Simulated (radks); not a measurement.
Charge is removed step by step from the 2s down level of N3+, starting from [He] 2s(up 1, down 1). Calculated with a radial shooting solver on a logarithmic mesh with Libxc functionals: scalar-relativistic Kohn-Sham, r2SCAN, spin-polarised, spherical densities, finite nucleus; meta-GGA in the generalised Kohn-Sham scheme; Fermi nuclear charge, rms radius 2.5582 fm.

| removed (e) | E - E(0) (eV) | eigenvalue (eV) |
|---|---|---|
| 0 | 0.000 | -68.521 |
| 0.25 | 17.640 | -72.582 |
| 0.5 | 36.270 | -76.391 |
| 0.75 | 55.783 | -79.552 |

The mean slope of the eigenvalue, de/dn, is 14.7 eV per electron.
